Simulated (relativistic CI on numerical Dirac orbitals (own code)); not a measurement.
# Cr²⁺: L2,3 absorption edge

Computed with this model: Dirac-Coulomb-Breit CI, KLI orbitals optimised for each configuration, a model potential for QED, valence Slater integrals scaled by 0.8, multiplet model of core-to-valence dipole absorption; configurations [Ar] 3d4 → [He] 2s2 2p5 3s2 3p6 3d5; 300 K; Lorentzian 0.4 eV and Gaussian 0.3 eV FWHM. Energies are those of the free ion, without screening or charge transfer. The branching ratio is the share of the lower-energy edge in the whole absorption, uncertain by about 0.02 where the edges overlap. S is read from ⟨S²⟩ = S(S + 1).

Field parameters in Wybourne normalisation: D4h B²₀ = −7Ds, B⁴₀ = 21(Dq − Dt), B⁴₄ = 21√(5/14) Dq. The field is a parameter set, without covalency.

Computed curve for D4h, 10Dq = 20550, Ds = 430, Dt = 260 cm⁻¹, scaled to 100 at the maximum (points under 2 are left out and the grid is thinned):

Energy (eV), Intensity and a bar:
```
    573.9        2.1 
    574.2        2.8 
    574.5        4.4 #
    574.7        6.6 #
    575.0       12.8 ###
    575.3       21.6 ######
    575.6       32.4 ##########
    575.9       53.6 #################
    576.1       63.0 ####################
    576.4       50.9 ################
    576.7       32.9 ##########
    577.0       29.7 #########
    577.3       43.1 #############
    577.5       50.6 ################
    577.8       64.7 ####################
    578.1       94.5 ##############################
    578.4       90.4 #############################
    578.7       56.3 ##################
    578.9       48.4 ###############
    579.2       54.2 #################
    579.5       47.9 ###############
    579.8       34.4 ###########
    580.1       24.9 #######
    580.3       19.2 ######
    580.6       15.8 ####
    580.9       16.1 #####
    581.2       13.8 ####
    581.5       10.8 ###
    581.7        8.9 ##
    582.0        6.7 ##
    582.3        5.7 #
    582.6        5.6 #
    582.8        5.9 #
    583.1        7.2 ##
    583.4       11.7 ###
    583.7       16.5 #####
    584.0       16.8 #####
    584.2       21.1 ######
    584.5       32.9 ##########
    584.8       41.6 #############
    585.1       33.0 ##########
    585.4       28.1 ########
    585.6       26.6 ########
    585.9       22.7 #######
    586.2       20.2 ######
    586.5       20.0 ######
    586.8       20.2 ######
    587.0       19.1 ######
    587.3       22.3 #######
    587.6       25.8 ########
    587.9       26.2 ########
    588.2       20.6 ######
    588.4       14.7 ####
    588.7       10.7 ###
    589.0        9.0 ##
    589.3        5.9 #
    589.6        4.7 #
    589.8        4.4 #
    590.1        3.1 
    590.4        2.0
```

The ground state has S = 1.97, and the centroid lies at 580.66 eV.
